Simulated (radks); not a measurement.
Results of a calculation; reference values are marked as such.
The antimony anion Sb3-, [Xe], held by a Watson sphere: a shell of charge +3 at radius R that stands for the Madelung well of a crystal (potential energy -3/R inside, -3/r outside, in hartree with lengths in bohr). Code: a radial shooting solver on a logarithmic mesh with Libxc functionals. Model: scalar-relativistic Kohn-Sham, LDA (Slater exchange, VWN5 correlation), spin-polarised, spherical densities, point nucleus. Response by self-consistent Sternheimer equations with the Hartree and adiabatic LDA kernel, the relativistic mass of each level held fixed and spin-orbit coupling left out. The sphere does not respond.

[
 {"R (bohr)": "2.37", "e(4d) (eV)": "-33.888", "e(5s) (eV)": "-15.646", "e(5p) (eV)": "-7.399", "<r> 5p (bohr)": "2.703", "sum of <r^2> (bohr^2)": "82.61", "X-ray form factor at sin(theta)/lambda = 0.3 1/angstrom": "35.170", "alpha (bohr^3)": "45.15"},
 {"R (bohr)": "2.93", "e(4d) (eV)": "-32.195", "e(5s) (eV)": "-13.964", "e(5p) (eV)": "-6.532", "<r> 5p (bohr)": "2.923", "sum of <r^2> (bohr^2)": "92.23", "X-ray form factor at sin(theta)/lambda = 0.3 1/angstrom": "35.266", "alpha (bohr^3)": "62.39"},
 {"R (bohr)": "3.6", "e(4d) (eV)": "-31.233", "e(5s) (eV)": "-12.418", "e(5p) (eV)": "-5.473", "<r> 5p (bohr)": "3.187", "sum of <r^2> (bohr^2)": "104.7", "X-ray form factor at sin(theta)/lambda = 0.3 1/angstrom": "35.369", "alpha (bohr^3)": "94.48"},
 {"R (bohr)": "3.81", "e(4d) (eV)": "-31.029", "e(5s) (eV)": "-12.030", "e(5p) (eV)": "-5.165", "<r> 5p (bohr)": "3.268", "sum of <r^2> (bohr^2)": "108.7", "X-ray form factor at sin(theta)/lambda = 0.3 1/angstrom": "35.389", "alpha (bohr^3)": "107.7"},
 {"R (bohr)": "3.88", "e(4d) (eV)": "-30.968", "e(5s) (eV)": "-11.910", "e(5p) (eV)": "-5.066", "<r> 5p (bohr)": "3.295", "sum of <r^2> (bohr^2)": "110.0", "X-ray form factor at sin(theta)/lambda = 0.3 1/angstrom": "35.394", "alpha (bohr^3)": "112.5"},
 {"R (bohr)": "4.36", "e(4d) (eV)": "-30.604", "e(5s) (eV)": "-11.197", "e(5p) (eV)": "-4.436", "<r> 5p (bohr)": "3.476", "sum of <r^2> (bohr^2)": "119.6", "X-ray form factor at sin(theta)/lambda = 0.3 1/angstrom": "35.419", "alpha (bohr^3)": "151.3"},
 {"R (bohr)": "4.8", "e(4d) (eV)": "-30.340", "e(5s) (eV)": "-10.689", "e(5p) (eV)": "-3.937", "<r> 5p (bohr)": "3.637", "sum of <r^2> (bohr^2)": "128.6", "X-ray form factor at sin(theta)/lambda = 0.3 1/angstrom": "35.428", "alpha (bohr^3)": "197.4"},
 {"R (bohr)": "5.38", "e(4d) (eV)": "-30.062", "e(5s) (eV)": "-10.183", "e(5p) (eV)": "-3.386", "<r> 5p (bohr)": "3.843", "sum of <r^2> (bohr^2)": "141.2", "X-ray form factor at sin(theta)/lambda = 0.3 1/angstrom": "35.433", "alpha (bohr^3)": "277.2"},
 {"R (bohr)": "5.43", "e(4d) (eV)": "-30.041", "e(5s) (eV)": "-10.146", "e(5p) (eV)": "-3.343", "<r> 5p (bohr)": "3.861", "sum of <r^2> (bohr^2)": "142.4", "X-ray form factor at sin(theta)/lambda = 0.3 1/angstrom": "35.433", "alpha (bohr^3)": "285.3"}
]
